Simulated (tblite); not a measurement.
C2H6Cl2Si (SMILES C[Si](C)(Cl)Cl), singlet, at a GFN2-xTB geometry; GFN1-xTB (tblite 0.6.0).

Input for tblite:
```
$ tblite run mol.xyz --method gfn1 --charge 0 --spin 0 --json tblite.json --no-restart

# file mol.xyz
11

C      1.39412504    -1.53470091    -0.23312337
Si    -0.02280346    -0.29923318     0.05226009
C     -1.59822436    -1.14354604     0.70087042
Cl     0.58008648     1.10144890     1.39720879
Cl    -0.44748036     0.63864468    -1.70111043
H      1.11693539    -2.29088516    -0.96147875
H      2.28529446    -1.03451143    -0.60339701
H      1.66362802    -2.04466112     0.68690871
H     -2.39633076    -0.42253728     0.85786579
H     -1.96333966    -1.88823681    -0.00004098
H     -1.41664703    -1.64201277     1.64834648
```

Output, abridged:

```
xTB calculator
 | screened Coulomb repulsion
 | Coulomb electrostatics
 |  * isotropic Klopman-Ohno-Mataga-Nishimoto electrostatics
 |  * onsite third-order electrostatics
 | DFT-D3(BJ) dispersion correction

halogen bonding energy    0.0000000000000E+00 Eh
repulsion energy          1.5035278892484E-01 Eh
dispersion energy        -4.8883777802748E-03 Eh
number of electrons       3.2000000000000E+01 e
integral cutoff           2.8146159136829E+01 bohr

------------------------------------------------------------
  cycle        total energy    energy error   density error
------------------------------------------------------------
      1     -17.96293826066  -1.8108403E+01   5.4086275E-01
      2     -17.96642752215  -3.4892615E-03   3.1625152E-01
      3     -17.96617511461   2.5240754E-04   2.1565897E-02
      4     -17.96609015397   8.4960641E-05   1.2518305E-02
      5     -17.96680009242  -7.0993845E-04   4.1568949E-03
      6     -17.96681001059  -9.9181670E-06   1.2390599E-03
      7     -17.96681527100  -5.2604108E-06   1.4534742E-04
      8     -17.96681532619  -5.5187574E-08   5.9265149E-05
      9     -17.96681533825  -1.2057257E-08   4.3983993E-06
------------------------------------------------------------

electronic energy        -1.8112279749390E+01 Eh
total energy             -1.7966815338246E+01 Eh

Post processing:
 | Mayer-Wiberg bond orders

[Info] JSON dump of results written to 'tblite.json'
```
